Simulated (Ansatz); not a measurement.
Consider the ligand exchange at a B–O bond: `OBO[SiH2][SiH3]` + H₂Te → `OB[TeH]` + `O[SiH2][SiH3]`.

Computed with Ansatz on PBE0-D4/def2-TZVP structures; ΔE is electronic, products minus reactants. CCSD(T)/CBS adds triple-zeta CCSD(T) − MP2 to the extrapolated MP2 energy (def2 sets, frozen cores). Functionals use def2-TZVPP. Elements past krypton have def2 core potentials. For Te outer-core shells are correlated without core-valence functions, which leaves a few kJ/mol of doubt a bond. One conformer a species, not always the lowest.

| level | ΔE (kcal/mol) |
| --- | --- |
| PBE-D4 | 19.8 |
| PBE-QIDH | 21.6 |
| BLYP | 21.9 |
| CCSD(T)/def2-SVP | 28.3 |

Problem. What does CCSD(T)/CBS give? (An estimate is asked.)

Solution. Computed: +21.6 kcal/mol. The listed levels differ from it by -1.8, 0.0, 0.3, 6.7 kcal/mol.

Largest T1 diagnostic among the species: 0.013.

From BLYP to BHLYP (50 % exact exchange), in def2-TZVPP and without D4, ΔE moves by +3.1 kcal/mol. At CCSD(T), def2-SVP lies +6.7 kcal/mol from the extrapolated value and def2-TZVPP +1.2 kcal/mol. Leaving LDA and LC-ωPBE aside and taking each functional with its dispersion term where it has one, the values, not all of them listed here, spread over 6.1 kcal/mol, from revPBE-D4 to CAM-B3LYP-D4. LDA lies +2.8 kcal/mol from PBE without D4.
